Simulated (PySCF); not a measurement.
## Dipole moment and polarisability of HGe(SnH3)3

HGe(SnH3)3.
Cartesian coordinates in Å at the PBE0-D3(BJ)/def2-SVP level; atoms count from 1:
```xyz
14
GeH10Sn3 angstrom
Ge     0.5376   -0.1909    0.4032
Sn    -1.5987   -0.2762    1.8977
Sn     1.0066    2.2230   -0.4631
Sn     0.3450   -1.8635   -1.5963
H      1.7382   -0.6313    1.2742
H     -1.9429   -1.8950    2.3475
H     -2.9365    0.3476    1.0248
H     -1.3817    0.6608    3.3174
H      1.1210    3.3301    0.8418
H      2.4730    2.2591   -1.3521
H     -0.2747    2.7130   -1.4917
H      0.0421   -1.0052   -3.0500
H      1.7988   -2.7543   -1.7759
H     -0.9472   -2.9611   -1.3343
```

Level: wB97X-D/def2-SVPD (PySCF), static field, nuclei fixed, core orbitals frozen in the response. The polarisability tensor in these axes (au):

```
x   161.24  11.75 -23.32
y    11.75 188.88   8.65
z   -23.32   8.65 176.69
```

Diagonalise the tensor; give its mean and Δα, where Δα² is half the sum of the squared differences of the eigenvalues.

Principal values 140.04, 193.19 and 193.58 au; mean 175.60 au = 26.02 Å³ = 28.95 × 10⁻⁴⁰ C²·m²/J; Δα = 53.35 au (30 % of the mean).

What is the dipole moment?

0.20 D at this geometry.

Rayleigh depolarisation ratio (linearly polarised light, static tensor)?

ρ = 3Δα²/(45ᾱ² + 4Δα²) = 8537.1/(1387649 + 11382.8) = 0.0061.

Sum over states: ᾱ = Σ f/ω², ω in Eh. What share falls to these 15 lowest TDDFT singlets (eV, f)? 5.89, 0.2838; 5.92, 0.3224; 6.08, 0.0190; 6.29, 0.0720; 6.34, 0.0129; 6.37, 0.0357; 6.49, 0.5631; 6.52, 0.5708; 6.83, 0.0023; 6.87, 0.0070; 6.99, 0.0349; 7.06, 0.0457; 7.14, 0.0144; 7.20, 0.0117; 7.23, 0.0122.

They add up to 37.20 au, 21.2 % of the 175.60 au; the largest single term is 9.93 au, from the state at 6.52 eV. Terms in order: 6.05, 6.81, 0.38, 1.35, 0.24, 0.65, 9.89, 9.93, 0.04, 0.11, 0.53, 0.68, 0.21, 0.17, 0.17 au. Higher excitations give the rest. The strengths listed sum to 2.008.

Molar refractivity from α?

Lorentz–Lorenz: R = (4π/3)N_A α = 2.5225 cm³/(mol·Å³) × 26.02 Å³ = 65.6 cm³/mol, in the limit of long wavelengths.

Geometry: PBE0-D3(BJ)/def2-SVP; no solvent, vibrations or thermal averaging. Atoms past krypton carry effective core potentials; spin–orbit coupling is left out. The calculation is non-relativistic apart from the core potentials, for germanium too.

These values come from a run that also computed excited states and ΔSCF ions. Time: 3.5 min wall (with the writing of density and orbital grids); peak memory 1.3 GiB. Hardware: one thread, Arm Neoverse V2 (aarch64) (shared host).

wB97X-D is run here without its empirical dispersion term; that term would change no orbital, density or response property at a fixed geometry.
